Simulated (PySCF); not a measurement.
# How methods differ on the excitation energy of Sb⁺

Sb⁺ [Kr] 4d10 5s2 5p2 (3P) → Sb⁺ [Kr] 4d10 5s1 5p2 5d1 (high-spin determinant), as a difference of total energies. Computed with PySCF 2.14 in aug-cc-pVDZ-PP with ECP28MDF (5s4p3d, 32 functions), with scalar relativity through the core potential. Correlated levels: valence: 4s2 4p6 4d10 frozen. The calculations carry no spin-orbit coupling.

```
           method  excitation energy (eV)
              UHF                  14.629
    MP2 (valence)                  15.342
SCS-MP2 (valence)                  15.579
   CCSD (valence)                  15.237
CCSD(T) (valence)                  15.190
  CCSDT (valence)                  15.183
```

Question: How much does correlation contribute at CCSD(T) (valence)?

Answer: 15.190 − (14.629) = 0.561 eV, measured against UHF.

The promoted electron is Rydberg-like, and one or two diffuse shells describe it only roughly, which tends to raise the upper state.

The coupled-cluster amplitudes are large for the upper state (T1 above 0.03 or a double amplitude above 0.15), so a single reference is strained.

The determinant of the upper state mixes LS terms, which raises its energy above the lowest term, most at the Hartree-Fock and MP2 levels.
